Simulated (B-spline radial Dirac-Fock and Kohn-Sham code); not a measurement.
X-ray form factors of technetium in several charge states

Method: configuration-average Dirac-Fock orbitals. Computed with a B-spline atomic structure program.

Configurations: Tc¹⁵⁺ [Ar] 3d10; Tc¹⁷⁺ [Ar] 3d8; Tc¹⁸⁺ [Ar] 3d7. The first column is f₀ of Tc¹⁵⁺, the others are differences from it.

| s (Å⁻¹) | Tc¹⁵⁺ | Δ Tc¹⁷⁺ | Δ Tc¹⁸⁺ |
| --- | --- | --- | --- |
| 0 | 28.000 | -2.000 | -3.000 |
| 0.1 | 27.743 | -1.961 | -2.943 |
| 0.2 | 26.991 | -1.848 | -2.780 |
| 0.3 | 25.804 | -1.675 | -2.527 |
| 0.4 | 24.267 | -1.459 | -2.212 |
| 0.5 | 22.485 | -1.221 | -1.863 |
| 0.7 | 18.617 | -0.757 | -1.175 |
| 0.9 | 14.943 | -0.392 | -0.625 |
| 1.1 | 11.906 | -0.159 | -0.267 |
| 1.4 | 8.767 | -0.004 | -0.019 |
